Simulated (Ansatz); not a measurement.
Consider the ligand exchange at the Si–C bond: `N[SiH2]C(N)[SiH3]` + `C[O][GeH]([OH])[Cl]` → `C[O][GeH]([Cl])[O][SiH3]` + `NC[SiH2]N`.

Computed with Ansatz on PBE0-D4/def2-TZVP structures; ΔE is electronic, products minus reactants. CCSD(T)/CBS is the MP2 limit (def2-TZVPP, def2-QZVPP) plus CCSD(T) − MP2 in def2-TZVPP, frozen cores. DFT in def2-TZVPP. For Ge outer-core shells are correlated without core-valence functions, which leaves a few kJ/mol of doubt a bond. Scalar relativity is left out up to krypton. One conformer a species, not always the lowest.

(1) Is it downhill or uphill in electronic energy at CCSD(T)/CBS, and by how much? (Best estimate.)

(2) What do these levels give: r2SCAN-D4, ωB97X-V, HF/def2-TZVPP, MP2/def2-TZVPP, SCS-MP2/def2-QZVPP, HF/CBS(def2)? (Best estimate.)

Largest T1 diagnostic among the species: 0.012.

## Answers

(1) Computed: Downhill: ΔE = -109.2 kJ/mol.

(2) Ansatz gave: r2SCAN-D4 -103.9, ωB97X-V -109.1, HF/def2-TZVPP -135.1, MP2/def2-TZVPP -110.3, SCS-MP2/def2-QZVPP -115.9, HF/CBS(def2) -137.3 kJ/mol.

From PBE to PBE0 (25 % exact exchange), in def2-TZVPP and without D4, ΔE moves by −8.1 kJ/mol. In def2-TZVPP, CCSD(T) changes the Hartree–Fock value by +25.7 kJ/mol (the triples alone add +4.1 kJ/mol) and MP2 by +24.9 kJ/mol.
